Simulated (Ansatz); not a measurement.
The cluster Cs₄Cl₄⁻. Charge -1, multiplicity 2. Geometry PBE-D4/def2-SVPD; atoms count from 1.

```xyz
8

Cs   -1.8242   -2.0039    2.1299
Cs    1.8215    1.9912   -2.1442
Cs    2.9738   -1.6846    0.9623
Cs   -2.9703    1.7013   -0.9436
Cl    1.0216   -3.4797    2.9205
Cl   -4.4987   -0.3319    1.1536
Cl    4.4986    0.3321   -1.1534
Cl   -1.0224    3.4755   -2.9251
```

In the def2 sets Cs takes a core potential; there is no spin–orbit coupling. Another isomer (doublet) lies 0.51 eV lower at PBE0-D4/def2-TZVPD; other spin states weren't run for this one.

Q: Estimate the Mulliken populations from the PBE0/def2-TZVPD orbitals of Ansatz.

A: 
```json
{"atom": "Cs1", "charge (e)": "0.59", "spin (α − β)": "0.36"}
{"atom": "Cs2", "charge (e)": "0.59", "spin (α − β)": "0.36"}
{"atom": "Cs3", "charge (e)": "0.79", "spin (α − β)": "0.17"}
{"atom": "Cs4", "charge (e)": "0.79", "spin (α − β)": "0.17"}
{"atom": "Cl5", "charge (e)": "-0.94", "spin (α − β)": "-0.01"}
{"atom": "Cl6", "charge (e)": "-0.94", "spin (α − β)": "-0.01"}
{"atom": "Cl7", "charge (e)": "-0.94", "spin (α − β)": "-0.01"}
{"atom": "Cl8", "charge (e)": "-0.94", "spin (α − β)": "-0.01"}
```
Mulliken values depend strongly on the basis. With diffuse functions, as here, like atoms can get unlike values, and bond orders can come out too low or too high.

Q: Where does the spin sit?

A: Summed by element: Cs 1.05, Cl -0.05, of 1 unpaired in all. Largest on single atoms: Cs1 0.36, Cs2 0.36, Cs3 0.17.
